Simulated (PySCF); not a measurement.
Atom-mapped SMILES (the numbers label the heavy atoms): `[CH2:1]=[CH:2][C:3]1=[CH:4][P:5]1[N:6]([SiH3:7])[SiH3:8]` (H(Xn): hydrogen on atom n). Ha(C1) is cis to C3; Hb(C1) is trans to C3.

PySCF 2.14.0 with density-fitted response routines calculation with coordinates at the GFN2-xTB level and shielding tensors at PBE0/pcSseg-1 (GIAO); averaged over atoms made equivalent by symmetry, fast rotation or ring inversion, no relativistic terms, a single conformation, isolated molecule.

Shifts are taken against calculated references (same method and geometry level): ¹³C (186.93 ppm) and ¹H (31.72 ppm) and ²⁹Si (349.16 ppm) vs TMS; H3PO4 for ³¹P (318.38 ppm); ¹⁵N (267.73 ppm) against NH3.

```tsv
atoms	nucleus	count	δ (ppm)
Si7/Si8	²⁹Si	2	?
H(C4)	¹H	1	8.71
C1	¹³C	1	138.4
P5	³¹P	1	-150.2
N6	¹⁵N	1	20.7
Ha(C1)	¹H	1	?
C2	¹³C	1	133.2
C4	¹³C	1	138.8
H(Si7)/H(Si8)	¹H	6	?
Hb(C1)	¹H	1	6.35
H(C2)	¹H	1	?
C3	¹³C	1	153.3
```

Q: Estimate the values marked ?.

A: 
- H(C2): 7.57 ppm, hydrogen on an alkene CH; a vinylic proton, deshielded by the sp2 carbon and the C=C anisotropy
- Ha(C1): 6.41 ppm, hydrogen on a terminal =CH2 carbon; a vinylic proton, deshielded by the sp2 carbon and the C=C anisotropy
- H(Si7)/H(Si8): 4.58 ppm, hydrogen on a silicon bonded to N
- Si7/Si8: -55.0 ppm, silicon bonded to N, 3 H

Shifts are as computed. Against solution values, carbons near 30 ppm lie about +3 ppm off and those near 130 ppm about +5 ppm. Of 1211 compounds with measured shifts, 218 miss one by over three times the rms of a fit or turn the order of signals round; such compounds aren't used in these exercises. Experimental scales use liquid or dissolved standards, which lie at an offset from isolated NH3 (liquid NH3: subtract about 20 ppm) and H3PO4.
